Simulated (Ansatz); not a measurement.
These are frozen-core CCSD(T)/cc-pVDZ // PBE0-D4/def2-SVP (Ansatz, a first-principles code) values and carry that method's errors. The restricted HF reference is unstable towards unrestricted orbitals.

Ansatz 0.2 input:
```yaml
crystal:
  periodic: [false, false, false]
  atoms:
    - { symbol: Si, position_ang: [-2.749351, -0.989351, -0.557536] }
    - { symbol: C, position_ang: [-1.32791, 0.197568, -0.236084] }
    - { symbol: C, position_ang: [-1.581549, 1.556551, -0.216268] }
    - { symbol: C, position_ang: [-0.561732, 2.50137, 0.018896] }
    - { symbol: C, position_ang: [0.725549, 2.073998, 0.236183] }
    - { symbol: Cl, position_ang: [1.95889, 3.257095, 0.522581] }
    - { symbol: C, position_ang: [1.0624, 0.690014, 0.230559] }
    - { symbol: C, position_ang: [2.380877, 0.221744, 0.451627] }
    - { symbol: C, position_ang: [2.661632, -1.12402, 0.437487] }
    - { symbol: C, position_ang: [1.633662, -2.060944, 0.201157] }
    - { symbol: C, position_ang: [0.345654, -1.631758, -0.01619] }
    - { symbol: C, position_ang: [0.011306, -0.252612, -0.010316] }
    - { symbol: H, position_ang: [-2.951137, -1.93105, 0.587154] }
    - { symbol: H, position_ang: [-3.987962, -0.176821, -0.746371] }
    - { symbol: H, position_ang: [-2.512912, -1.81388, -1.783132] }
    - { symbol: H, position_ang: [-2.596195, 1.927293, -0.385873] }
    - { symbol: H, position_ang: [-0.785497, 3.569125, 0.029914] }
    - { symbol: H, position_ang: [3.170089, 0.952471, 0.633627] }
    - { symbol: H, position_ang: [3.683601, -1.469221, 0.609722] }
    - { symbol: H, position_ang: [1.862057, -3.12915, 0.190957] }
    - { symbol: H, position_ang: [-0.441475, -2.368423, -0.198095] }
basis:
  gaussian: { orbitals: cc-pVDZ }
correlation:
  method: ccsd_t
```

Output:

```
Functional definition: HF
2087 factors; integrals over basis functions are off by at most 9.8e-4 eV
mean field evaluation 1: about -30807.9244 eV, gradient 3.9e1 eV
mean field evaluation 2: about -30808.4759 eV, gradient 3.9e1 eV
mean field evaluation 4: about -30813.7433 eV, gradient 7.2e0 eV
mean field evaluation 8: about -30813.9034 eV, gradient 3.7e-1 eV
mean field evaluation 16: about -30807.9242 eV, gradient 3.9e1 eV
mean field -30813.90463702 eV, -1132.3901089959 hartree, gradient 2.4e-6 eV, S^2 0.000000; 0 other end points of the search recorded, 0 dependent functions left out; unrestricted orbitals would lower it
20 core orbitals not correlated
reference -30813.90463702 eV, -1132.3901089959 hartree; 30, 30 occupied and 171, 171 virtual orbitals, 2087 factors
second order -41.83223496 eV of doubles, -0.00000000 eV of singles
cycle   1  -42.10368638 eV  change   -2.7e-1 eV  update   1.7e-1
cycle   2  -43.38617079 eV  change    -1.3e0 eV  update   5.5e-2
cycle   3  -43.67521639 eV  change   -2.9e-1 eV  update   2.3e-2
cycle   4  -43.67737084 eV  change   -2.2e-3 eV  update   7.1e-3
cycle   5  -43.67972401 eV  change   -2.4e-3 eV  update   3.2e-3
cycle   6  -43.68104569 eV  change   -1.3e-3 eV  update   9.6e-4
cycle   7  -43.68065509 eV  change    3.9e-4 eV  update   3.6e-4
cycle   8  -43.68067284 eV  change   -1.8e-5 eV  update   1.5e-4
cycle   9  -43.68073938 eV  change   -6.7e-5 eV  update   6.0e-5
perturbative correction -1.99212801 eV, -0.0732093541 hartree
Total energy: -30859.57750442 eV, -1134.0685559143 hartree
```

Cost: about 26 core-minutes (a rough figure).
